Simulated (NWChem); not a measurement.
Program: NWChem. System: hexafluorophosphate (F6P (-1)), charge -1, spin multiplicity 1, optimised in this run. Level: PBE0/def2-SVP.

Input file:

```
start mol
memory heap 200 mb stack 900 mb global 1100 mb
charge -1
geometry units angstroms
  F      0.000000     0.000000     1.628857
  P      0.000000     0.000000     0.000000
  F      1.628889     0.000000     0.000000
  F     -1.628889     0.000000     0.000000
  F      0.000000     1.628866     0.000000
  F      0.000000     0.000000    -1.628857
  F      0.000000    -1.628866     0.000000
  symmetry group D2h
end
basis spherical
  * library def2-svp
end
dft
  xc pbe0
  semidirect memsize 60000000 filesize 0
  iterations 100
end
driver
  maxiter 80
end
task dft optimize
task dft freq
```

Part of the output:

```
             Northwest Computational Chemistry Package (NWChem) 7.3.0
             --------------------------------------------------------

                                NWChem Input Module
                                -------------------

 Scaling coordinates for geometry "geometry" by  1.889725989
 (inverse scale =  0.529177249)

 Turning off AUTOSYM since
 SYMMETRY directive was detected!

          ------
          auto-z
          ------
  Looking for out-of-plane bends

                             Geometry "geometry" -> ""
                             -------------------------

 Output coordinates in angstroms (scale by  1.889725989 to convert to a.u.)

  No.       Tag          Charge          X              Y              Z
 ---- ---------------- ---------- -------------- -------------- --------------
    1 F                    9.0000     0.00000000     0.00000000     1.62885700
    2 P                   15.0000     0.00000000     0.00000000     0.00000000
    3 F                    9.0000     1.62888900     0.00000000     0.00000000
    4 F                    9.0000    -1.62888900     0.00000000     0.00000000
    5 F                    9.0000     0.00000000     1.62886600     0.00000000
    6 F                    9.0000     0.00000000     0.00000000    -1.62885700
    7 F                    9.0000     0.00000000    -1.62886600     0.00000000

 Effective nuclear repulsion energy (a.u.)     525.9080854161

            Nuclear Dipole moment (a.u.)
            ----------------------------
        X                 Y               Z
 ---------------- ---------------- ----------------
     0.0000000000     0.0000000000     0.0000000000

      Symmetry information
      --------------------

 Group name             D2h
 Group number             26
 Group order               8
 No. of unique centers     4

      Symmetry unique atoms

     1    2    3    5


 Summary of "ao basis" -> "" (spherical)
 ------------------------------------------------------------------------------
       Tag                 Description            Shells   Functions and Types
 ---------------- ------------------------------  ------  ---------------------
 *                          def2-svp                  on all atoms

                           NWChem Geometry Optimization
                           ----------------------------

 maximum gradient threshold         (gmax) =   0.000450
 rms gradient threshold             (grms) =   0.000300
 maximum cartesian step threshold   (xmax) =   0.001800
 rms cartesian step threshold       (xrms) =   0.001200
 fixed trust radius                (trust) =   0.300000
 maximum step size to saddle      (sadstp) =   0.100000
 energy precision                  (eprec) =   5.0D-06
 maximum number of steps          (nptopt) =   80
 initial hessian option           (inhess) =    0
 line search option               (linopt) =    1
 hessian update option            (modupd) =    1
 saddle point option              (modsad) =    0
 initial eigen-mode to follow     (moddir) =    0
 initial variable to follow       (vardir) =    0
 follow first negative mode     (firstneg) =    T
 apply conjugacy                    (opcg) =    F
 source of zmatrix                         =   autoz

          -------------------
          Energy Minimization
          -------------------

 Names of Z-matrix variables
    1              2              3              4              5
    6              7              8              9             10
[...]
   21   -6.15254D-07 -1.97781D+00 -1.12289D+00  2.25705D-06  1.17329D-07 -2.78098D+00 -4.63010D-07  2.68233D-07  5.43510D-01 -4.55794D-07

              11           12           13           14           15           16           17           18           19           20
   ----- ----- ----- ----- -----
   11    4.33260D+00
   12    6.39109D-07  4.33261D+00
   13   -1.97780D+00 -4.89933D-07  4.33261D+00
   14   -1.12287D+00  4.51016D-07  3.67822D-07  1.68917D+01
   15    8.19271D-07  5.43510D-01 -6.57597D-07  2.97807D-06  4.33262D+00
   16    5.92293D-07  1.97780D+00  5.43513D-01  4.59614D-07 -2.85959D-07  4.33261D+00
   17    5.43509D-01  7.22542D-07  3.68480D-07 -1.12289D+00 -1.97781D+00  4.34132D-07  4.33262D+00
   18    4.92960D-07 -1.12287D+00 -4.53976D-07 -1.14664D+00 -1.12288D+00 -3.08052D-07 -8.62934D-07  1.68918D+01
   19    1.97780D+00 -4.57154D-07  3.77002D-01  6.40109D-07 -5.36361D-07  5.43513D-01  6.20958D-07 -5.00169D-07  4.33261D+00
   20   -1.12287D+00  5.60518D-07  2.90495D-07  2.68552D-02  7.63072D-07  4.56285D-07 -1.12288D+00  1.14664D+00  5.49148D-07  1.68917D+01
   21    2.74781D-07  5.43510D-01 -5.06232D-07 -1.47516D-06  3.77007D-01 -3.41929D-07  1.97781D+00 -1.12288D+00 -4.99684D-07  2.67934D-07

              21
   ----- ----- ----- ----- -----
   21    4.33262D+00

 center of mass
 --------------
 x =   0.00000000 y =   0.00000000 z =   0.00000000

 moments of inertia (a.u.)
 ------------------
         721.779558586415           0.000000000000           0.000000000000
           0.000000000000         721.780598453863           0.000000000000
           0.000000000000           0.000000000000         721.780997026572

 Rotational Constants
 --------------------
 A=   0.083405 cm-1  (  0.119999 K)
 B=   0.083405 cm-1  (  0.119999 K)
 C=   0.083405 cm-1  (  0.119999 K)

 Temperature                      =   298.15K
 frequency scaling parameter      =   1.0000

 Zero-Point correction to Energy  =   12.644 kcal/mol  (  0.020150 au)
 Thermal correction to Energy     =   16.348 kcal/mol  (  0.026052 au)
 Thermal correction to Enthalpy   =   16.940 kcal/mol  (  0.026996 au)

 Total Entropy                    =   74.868 cal/mol-K
   - Translational                =   40.807 cal/mol-K (mol. weight = 144.9642)
   - Rotational                   =   24.656 cal/mol-K (symmetry #  =        4)
   - Vibrational                  =    9.405 cal/mol-K

 Cv (constant volume heat capacity) =   22.295 cal/mol-K
   - Translational                  =    2.979 cal/mol-K
   - Rotational                     =    2.979 cal/mol-K
   - Vibrational                    =   16.336 cal/mol-K


 ----------------------------------------------------------------------------
 Normal Eigenvalue ||    Projected Derivative Dipole Moments (debye/angs)
  Mode   [cm**-1]  ||      [d/dqX]             [d/dqY]           [d/dqZ]
 ------ ---------- || ------------------ ------------------ -----------------
    1       -0.000 ||      -0.049               0.370             0.032
    2       -0.000 ||      -0.074              -0.012             0.021
    3       -0.000 ||      -0.203               0.043            -0.002
    4        0.000 ||       0.013              -0.113             0.014
    5        0.000 ||      -0.002               0.026            -0.397
    6        0.000 ||       0.332               0.082             0.006
    7      309.395 ||      -0.000              -0.000            -0.000
    8      309.396 ||      -0.000               0.000            -0.000
    9      309.396 ||       0.000               0.000             0.000
   10      457.220 ||      -0.000              -0.000             0.000
   11      457.220 ||       0.000               0.000             0.000
   12      457.221 ||       0.000              -0.000             0.000
   13      558.702 ||      -0.706               0.538            -0.127
   14      558.702 ||       0.546               0.709            -0.033
   15      558.703 ||       0.081              -0.103            -0.886
   16      620.520 ||       0.000               0.000            -0.000
   17      620.523 ||       0.000               0.000            -0.000
   18      752.890 ||       0.000              -0.000            -0.000
   19      959.755 ||       3.220              -0.093             0.061
   20      959.761 ||       0.098               3.211            -0.244
   21      959.763 ||      -0.053               0.245             3.212
 ----------------------------------------------------------------------------

 ----------------------------------------------------------------------------
 Normal Eigenvalue ||           Projected Infra Red Intensities
  Mode   [cm**-1]  || [atomic units] [(debye/angs)**2] [(KM/mol)] [arbitrary]
 ------ ---------- || -------------- ----------------- ---------- -----------
    1       -0.000 ||    0.006078           0.140         5.925       0.866
    2       -0.000 ||    0.000262           0.006         0.256       0.037
    3       -0.000 ||    0.001857           0.043         1.810       0.264
    4        0.000 ||    0.000573           0.013         0.559       0.082
    5        0.000 ||    0.006854           0.158         6.682       0.976
    6        0.000 ||    0.005069           0.117         4.941       0.722
    7      309.395 ||    0.000000           0.000         0.000       0.000
    8      309.396 ||    0.000000           0.000         0.000       0.000
    9      309.396 ||    0.000000           0.000         0.000       0.000
   10      457.220 ||    0.000000           0.000         0.000       0.000
   11      457.220 ||    0.000000           0.000         0.000       0.000
   12      457.221 ||    0.000000           0.000         0.000       0.000
   13      558.702 ||    0.034807           0.803        33.932       4.957
   14      558.702 ||    0.034807           0.803        33.932       4.957
   15      558.703 ||    0.034808           0.803        33.932       4.957
   16      620.520 ||    0.000000           0.000         0.000       0.000
   17      620.523 ||    0.000000           0.000         0.000       0.000
   18      752.890 ||    0.000000           0.000         0.000       0.000
   19      959.755 ||    0.449864          10.379       438.550      64.061
   20      959.761 ||    0.449863          10.379       438.549      64.061
   21      959.763 ||    0.449863          10.379       438.549      64.061
 ----------------------------------------------------------------------------

 Task  times  cpu:       56.3s     wall:       56.3s

 Total times  cpu:       59.0s     wall:       59.0s
```
